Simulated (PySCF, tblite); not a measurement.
Species: C7H14BP.
SMILES: `[BH3-][P@@+]1(C)CC=C(C=C)C1`

Jobs on this species (23 atoms, 76 electrons) with PySCF (density fitting) and tblite. Hardware of each: one thread of an Arm Neoverse V1, no GPU, shared host. Other jobs ran on the host; a repeat could differ by tens of per cent or more.

```json
{"level and settings": "GFN2-xTB", "work": "L-BFGS relaxation", "basis functions": "–", "SCF cycles": "–", "wall time": "?"}
{"level and settings": "GFN2-xTB", "work": "Hessian by finite differences", "basis functions": "–", "SCF cycles": "–", "wall time": "1.1 s"}
{"level and settings": "PBE0/pcSseg-1", "work": "shieldings, ring-centre shieldings, charges and field gradients, density and orbital grids written", "basis functions": "230", "SCF cycles": "14", "wall time": "63 s"}
```

Task: Fill in the missing figures.

Result: 
- GFN2-xTB; L-BFGS relaxation: 1.7 s

Task: What do all jobs in the table cost together?

Result: About 66 s; the longest takes about 96 % of that, and about 57 times as long as the shortest.
